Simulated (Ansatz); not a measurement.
Born–Oppenheimer molecular dynamics of ClF2GeH (5 atoms, charge 0, multiplicity 1). It starts from a relaxed structure.

The calculation used RHF/def2-SVP (Ansatz 0.2.0).

| Quantity | Value |
| --- | --- |
| ensemble | NVT, Langevin thermostat |
| time step | 0.5 fs |
| steps asked | 250 |
| set temperature | 500 K |
| friction | 0.01 /fs |
| seed | 335084 |

First frame:

```xyz
5
Properties=species:S:1:pos:R:3
Ge -0.024 -0.042 0.047
H 0.004 0.006 1.551
F 1.556 -0.005 -0.582
F -0.782 1.344 -0.582
Cl -1.006 -1.743 -0.743
```

Problem. What does the run give?

Solution. The run went to its last step.

```yaml
steps_done: 250
time_covered: 125 fs
mean_temperature_over_the_second_half: 376 K
spread_of_the_potential_energy_over_the_second_half: 13.0 meV per atom
mean_potential_energy_of_the_second_half_above_the_start: 34.8 meV per atom
```

The mean temperature of the second half is 25 % below the set value. A run of 0.12 ps of so small a system gives no equilibrium averages.

Problem. What happens to the structure?

Solution. The same pairs are bonded in the first frame and the last. Pairs count as bonded within 1.25 times the sum of covalent radii (0.12 Å more for H–H). The details hang on the random start.

Problem. How do temperature and energy run in time?

Solution. 
```json
{"time (fs)": "0", "T (K)": "400", "potential energy less start (eV)": "0.000"}
{"time (fs)": "4", "T (K)": "421", "potential energy less start (eV)": "0.048"}
{"time (fs)": "8", "T (K)": "300", "potential energy less start (eV)": "0.154"}
{"time (fs)": "12", "T (K)": "200", "potential energy less start (eV)": "0.215"}
{"time (fs)": "16", "T (K)": "337", "potential energy less start (eV)": "0.182"}
{"time (fs)": "20", "T (K)": "365", "potential energy less start (eV)": "0.109"}
{"time (fs)": "24", "T (K)": "323", "potential energy less start (eV)": "0.072"}
{"time (fs)": "28", "T (K)": "250", "potential energy less start (eV)": "0.069"}
{"time (fs)": "32", "T (K)": "267", "potential energy less start (eV)": "0.065"}
{"time (fs)": "36", "T (K)": "441", "potential energy less start (eV)": "0.073"}
{"time (fs)": "40", "T (K)": "509", "potential energy less start (eV)": "0.061"}
{"time (fs)": "44", "T (K)": "499", "potential energy less start (eV)": "0.096"}
{"time (fs)": "48", "T (K)": "351", "potential energy less start (eV)": "0.181"}
{"time (fs)": "52", "T (K)": "235", "potential energy less start (eV)": "0.223"}
{"time (fs)": "56", "T (K)": "311", "potential energy less start (eV)": "0.207"}
{"time (fs)": "60", "T (K)": "462", "potential energy less start (eV)": "0.134"}
{"time (fs)": "64", "T (K)": "396", "potential energy less start (eV)": "0.076"}
{"time (fs)": "68", "T (K)": "384", "potential energy less start (eV)": "0.075"}
{"time (fs)": "72", "T (K)": "339", "potential energy less start (eV)": "0.108"}
{"time (fs)": "76", "T (K)": "224", "potential energy less start (eV)": "0.195"}
{"time (fs)": "80", "T (K)": "330", "potential energy less start (eV)": "0.164"}
{"time (fs)": "84", "T (K)": "257", "potential energy less start (eV)": "0.222"}
{"time (fs)": "88", "T (K)": "334", "potential energy less start (eV)": "0.193"}
{"time (fs)": "92", "T (K)": "449", "potential energy less start (eV)": "0.169"}
{"time (fs)": "96", "T (K)": "415", "potential energy less start (eV)": "0.159"}
{"time (fs)": "100", "T (K)": "550", "potential energy less start (eV)": "0.092"}
{"time (fs)": "104", "T (K)": "460", "potential energy less start (eV)": "0.155"}
{"time (fs)": "108", "T (K)": "511", "potential energy less start (eV)": "0.161"}
{"time (fs)": "112", "T (K)": "286", "potential energy less start (eV)": "0.261"}
{"time (fs)": "116", "T (K)": "266", "potential energy less start (eV)": "0.296"}
{"time (fs)": "120", "T (K)": "415", "potential energy less start (eV)": "0.268"}
{"time (fs)": "124", "T (K)": "463", "potential energy less start (eV)": "0.195"}
```

Run time: 6.8 min on 1 thread of Arm Neoverse V1, with other jobs on the host, peak memory 0.16 GiB.
